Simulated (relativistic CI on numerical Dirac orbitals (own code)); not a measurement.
L2,3 absorption of copper in several valence states

Computed multiplet spectra 2p⁶3dⁿ → 2p⁵3dⁿ⁺¹ (Dirac-Coulomb-Breit ions, Slater integrals scaled by 0.7, an assumed crystal field that grows with the charge, no charge transfer; 300 K; Lorentzian 0.4 eV and Gaussian 0.3 eV FWHM at both edges, so that L2 comes out sharper than in experiment). Peaks over 5 % are given in eV from the highest peak in the L3 region of each spectrum (height, largest 100). S of the lowest state is read from ⟨S²⟩, and the branching ratio is the share of L3, cut at the minimum between the edges.

Field parameters in Wybourne normalisation: Td as Oh with Dq negative (B⁴₀ = 21Dq, B⁴₄ = √(5/14) B⁴₀). The field is a parameter set, without covalency.

- Cu2+ (d9, Td, 10Dq = -4150 cm⁻¹): S = 0.50, branching ratio 0.99; peaks 0.0 (100)
- Cu3+ (d8, Td, 10Dq = -5400 cm⁻¹): S = 1.00, branching ratio 0.92; peaks 0.0 (100), 0.6 (86), 2.7 (18), 21.8 (13)
- Cu4+ (d7, Td, 10Dq = -6600 cm⁻¹): S = 1.50, high spin, branching ratio 0.77; peaks -0.7 (48), 0.0 (100), 0.7 (93), 1.2 (82), 1.6 (79), 2.3 (44), 3.4 (21), 4.9 (10), 21.5 (55), 23.7 (10), 24.6 (8)

The centroid of the whole edge, which also moves with the branching ratio, lies at 931.5 (Cu2+), 936.0 (Cu3+), 942.8 (Cu4+) eV in this ionic model, in steps of 4.5 to 6.8 eV. Compounds show about 1 to 2 eV a unit and lower energies for the high valences, since ligands screen the charge. The multiplet shape follows the d count and the spin state, and so serves as a fingerprint of valence. For d9 in this field spin-orbit coupling puts the hole into a state that the L2 transition cannot reach; a distortion restores L2.
